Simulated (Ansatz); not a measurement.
arachno-B4H10 (B₄H₁₀). The state is a singlet with charge 0. Geometry PBE0-D4/def2-SVP; atoms count from 1.

```xyz
14

B    -0.5449    0.7080   -1.1205
B     0.1293   -0.8768   -0.4621
B     0.9812   -0.1982    1.0255
B    -0.7879    0.1072    0.6055
H    -1.5032    0.5975   -1.8420
H    -0.2832   -1.9876   -0.6378
H     1.1683   -0.9888    1.9149
H    -1.7616   -0.4017    1.0830
H     0.3596   -0.2859   -1.5660
H    -1.0604    1.2375    0.0870
H     1.3643   -0.8824   -0.1531
H    -0.0558    0.6409    1.4999
H     0.2173    1.6282   -1.3139
H     1.7771    0.7021    0.8796
```

Q: Estimate the Mulliken populations from the PBE0/def2-TZVP orbitals of Ansatz.

A: 
```tsv
atom	charge (e)
B1	-0.35
B2	-0.20
B3	-0.35
B4	-0.20
H5	0.03
H6	0.03
H7	0.03
H8	0.03
H9	0.21
H10	0.21
H11	0.21
H12	0.21
H13	0.07
H14	0.07
```
Mulliken values and Mayer orders depend strongly on the basis.

Q: And the Mayer bond orders between bonded heavy atoms (over 0.3)?

A: B1–B2 0.49 (1.84 Å); B1–B4 0.49 (1.84 Å); B2–B3 0.49 (1.84 Å); B2–B4 0.60 (1.72 Å); B3–B4 0.49 (1.84 Å).
